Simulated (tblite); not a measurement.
Input of a run (GFN2-xTB geometry optimisation, gas phase (tblite 0.8.0)), started from a force field or distance geometry:
```
{"job": {"kind": "relax", "xc": "GFN2-xTB", "basis": "xTB"}, "charge": 1, "multiplicity": 2}
C      0.823500     2.377300     0.614400
C      0.494100     1.345700     0.081200
C      0.134200     0.071900    -0.554000
C      1.294000    -0.709700    -0.963100
C      2.211300    -0.945200    -0.018000
C     -0.846000    -0.648700     0.309000
C     -2.117600    -0.825000    -0.090900
H      1.116400     3.304100     1.097300
H     -0.434600     0.273400    -1.507300
H      3.149800    -1.398800     0.236100
H     -0.535100    -1.040600     1.272100
H     -2.458800    -0.443600    -1.058000
H     -2.835800    -1.360300     0.563400
```

Output (eV, eV/Å):
```
step      E/eV     max force
  0    -470.43966    8.711
  1    -470.66066   13.763
  2    -471.33745    3.415
  3    -471.49490    2.291
  4    -471.64932    4.993
  5    -471.84379    0.825
  6    -471.88015    0.682
  7    -471.93235    0.524
  8    -471.95551    0.582
  9    -471.99709    0.630
 10    -472.02765    0.659
 11    -472.05166    0.471
 12    -472.07158    0.553
 13    -472.09657    0.582
 14    -472.11384    0.457
 15    -472.12664    0.338
 16    -472.13599    0.266
 17    -472.14314    0.223
 18    -472.14971    0.298
 19    -472.15913    0.324
 20    -472.17014    0.319
 21    -472.18082    0.284
 22    -472.18945    0.249
 23    -472.19624    0.209
 24    -472.20152    0.280
 25    -472.20702    0.253
 26    -472.21340    0.265
 27    -472.22043    0.214
 28    -472.22553    0.146
 29    -472.22839    0.151
 30    -472.23092    0.170
 31    -472.23442    0.221
 32    -472.23897    0.230
 33    -472.24355    0.216
 34    -472.24703    0.284
 35    -472.24948    0.229
 36    -472.25179    0.192
 37    -472.25404    0.120
 38    -472.25537    0.085
 39    -472.25609    0.090
 40    -472.25691    0.089
 41    -472.25818    0.074
 42    -472.25883    0.066
 43    -472.25924    0.052
 44    -472.25955    0.062
 45    -472.25995    0.090
 46    -472.26040    0.076
 47    -472.26093    0.116
 48    -472.26155    0.100
 49    -472.26235    0.110
 50    -472.26356    0.119
 51    -472.26542    0.137
 52    -472.26788    0.155
 53    -472.27034    0.183
 54    -472.27235    0.176
 55    -472.27432    0.164
 56    -472.27659    0.161
 57    -472.27892    0.127
 58    -472.28034    0.251
 59    -472.28161    0.092
 60    -472.28225    0.063
 61    -472.28289    0.081
 62    -472.28385    0.109
 63    -472.28497    0.102
 64    -472.28593    0.083
 65    -472.28677    0.082
 66    -472.28760    0.096
 67    -472.28853    0.117
 68    -472.28968    0.120
 69    -472.29106    0.126
 70    -472.29269    0.115
 71    -472.29479    0.165
 72    -472.29747    0.171
 73    -472.30048    0.170
 74    -472.30297    0.181
 75    -472.30525    0.131
 76    -472.30744    0.121
 77    -472.30903    0.088
 78    -472.30999    0.104
 79    -472.31105    0.093
 80    -472.31183    0.062
 81    -472.31222    0.036
 82    -472.31236    0.025
 83    -472.31249    0.024
 84    -472.31264    0.025
 85    -472.31274    0.021
 86    -472.31280    0.015
 87    -472.31283    0.012
 88    -472.31286    0.013
 89    -472.31289    0.014
 90    -472.31292    0.013
 91    -472.31296    0.015
 92    -472.31301    0.018
 93    -472.31305    0.016
 94    -472.31308    0.014
 95    -472.31311    0.019
 96    -472.31314    0.023
 97    -472.31319    0.025
 98    -472.31324    0.019
 99    -472.31327    0.012
100    -472.31328    0.011
101    -472.31329    0.010
102    -472.31331    0.012
103    -472.31333    0.014
104    -472.31336    0.010
105    -472.31337    0.007
```

Question: Summarise the run.

Answer: The energy falls by 180.8 kJ/mol over 105 L-BFGS steps, the largest force on an atom goes from 8.71 to 0.007 eV/Å, and the atoms move by 0.520 Å rms after alignment. The bond that changes most is C4=C5 (ends: carbon bonded to 2 C; carbon bonded to C and H), which shortens by 0.132 Å. Bonds longer at the end by more than 0.005 Å: 1 of 12; shorter: 9. Among the angles that change most is C3–C4–C5, from 116.2° to 179.6°. Among the dihedrals that turn most is C4–C3–C6–H11, from 61° to 27°. The energy never rose by more than 1e-5 eV on the way. The first step brought 12 % of the lowering.

Question: What are the final bond lengths?

Answer: C1≡C2 1.209 Å, C2–C3 1.454 Å, C3–C4 1.431 Å, C4=C5 1.206 Å, C3–C6 1.531 Å, C6=C7 1.335 Å, C1–H8 1.056 Å, C3–H9 1.094 Å, C5–H10 1.054 Å, C6–H11 1.082 Å, C7–H12 1.080 Å, C7–H13 1.081 Å. Numbering counts from 1 in the input's order; the species is `[C@H](C#C)([C]=[CH+])C=C` [radical].

Its GFN2-xTB frequencies are all real (lowest 107 cm⁻¹).

One conformer stands for the species.

These are computed values.
